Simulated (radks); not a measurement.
Results of a calculation; reference values are marked as such.
Question: The europium ion Eu13+ is in [Kr] 4d10 4f2 5s2. Code: a radial shooting solver on a logarithmic mesh with Libxc functionals. Model: scalar-relativistic Kohn-Sham, PBEsol, spin-polarised, spherical densities, finite nucleus; Fermi nuclear charge, rms radius of each element as measured or else 0.836 A^(1/3) + 0.57 fm. Open shells are filled with parallel spins first. One electron is removed from 5s, 4f, 4p, 4d in turn, with full relaxation. Which removal costs least, and what does each cost?

Answer: 5s 260.28 eV; 4f 263.50 eV; 4d 401.58 eV; 4p 528.52 eV. The 5s electron leaves first.
